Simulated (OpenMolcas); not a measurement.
Lines of Ru I: computed and rescaled rates

| Item | Value |
| --- | --- |
| Program | OpenMolcas 26.06 |
| Method | MS-CASPT2, IPEA 0.25 Eh, imaginary shift 0.1 Eh (closed shells correlated: 4s 4p) |
| Basis | ANO-RCC-VTZP [7s6p4d2f1g] |
| Scalar Hamiltonian | DKH2, point nucleus |
| Active space | 8 electrons in 6 orbitals (4d 5s) |
| State averaging | 2S+1 = 5 even, 15 roots; 2S+1 = 3 even, 75 roots; 2S+1 = 1 even, 57 roots |
| Spin-orbit coupling | state interaction with AMFI integrals over the reference wave functions, term energies averaged over their components |

Rates come from the transition moments of the reference wave functions (E1 and E2 in the length form). At fixed line strength A goes as λ^-3 for E1 and M1 and as λ^-5 for E2, so a rate at the computed wavelength can be rescaled to the measured one. Measured vacuum wavelengths follow from level energies in NIST Handbook of Basic Atomic Spectroscopic Data. Branching counts decays inside the model space alone, at computed energies, and the table is only a selection of the E2 and M1 lines, drawn from those between levels with measured partners whose computed energy lies within a factor of 1.5 of the measured one.

| Upper | Lower | Type | λ computed (nm) | λ measured (nm) | A computed (s-1) | A rescaled (s-1) | Branching % |
| --- | --- | --- | --- | --- | --- | --- | --- |
| 4d⁷ 5s ⁵F₁ | 4d⁷ 5s ⁵F₂ | M1 | 24300 | 25490 | 7.44e-03 | 6.45e-03 | 100.0 |
| 4d⁶ 5s² ⁵D₂ | 4d⁶ 5s² ⁵D₃ | M1 | 16000 | 20740 | 1.55e-02 | 7.12e-03 | 88.7 |
| 4d⁷ 5s ⁵F₂ | 4d⁷ 5s ⁵F₃ | M1 | 15260 | 16080 | 2.70e-02 | 2.31e-02 | 100.0 |
| 4d⁷ 5s ⁵F₃ | 4d⁷ 5s ⁵F₄ | M1 | 10610 | 11100 | 5.97e-02 | 5.21e-02 | 100.0 |
| 4d⁶ 5s² ⁵D₃ | 4d⁶ 5s² ⁵D₄ | M1 | 9144 | 9155 | 4.51e-02 | 4.49e-02 | 95.7 |
| 4d⁷ 5s ⁵F₄ | 4d⁷ 5s ⁵F₅ | M1 | 8250 | 8399 | 6.96e-02 | 6.60e-02 | 100.0 |
| 4d⁷ 5s ⁵P₃ | 4d⁷ 5s ⁵F₅ | E2 | 1072 | 1140 | 2.53e-02 | 1.86e-02 | 57.8 |

The largest correction is for 4d⁶ 5s² ⁵D₂ → 4d⁶ 5s² ⁵D₃ (M1): 1.55e-02 × (16000 / 20740)^3 = 7.12e-03 s-1, a factor of 0.46.

The computed rate and branching of 4d⁷ 5s ⁵F₄ → 4d⁷ 5s ⁵F₅ give the upper level a radiative lifetime of 1.000 / 6.96e-02 s-1 = 1.44e+01 s, counting decays inside the model space alone. The rescaled rate gives about 1.5e+01 s.

The computed order of these levels differs from the measured one in 1 place, and where term gaps are wrong the rates of spin-changing lines can be off by large factors.

No measured rate stands beside these. Rescaling mends the energy factor alone: line strengths can still be far off where a level mixes with configurations outside the active space, and weak or spin-changing lines hang on small mixing coefficients that depend on the term gaps too, so rescaling need not improve them.

CASPT2 does not keep the components of a term degenerate, so their means are used; among the terms shown or strongly mixed into the levels shown the widest spread is 1100 cm-1 (4d⁷ 5s ⁵F). Blocks of more than 70 roots (2S+1 = 3 even) ran without multistate coupling. Configurations are named by rounded mean occupations; where the s occupation lies near a half they are strongly mixed, a name can repeat and a true partner stay unpaired. A single d shell beside an s shell can misplace configurations of different d count against each other. Computed and measured levels are paired by configuration, term and J; levels that our copy of the source lacks, or whose pairing is in doubt (as where it misses far off the trend of its configuration), stay unpaired. Levels of configurations outside the active space are missing.
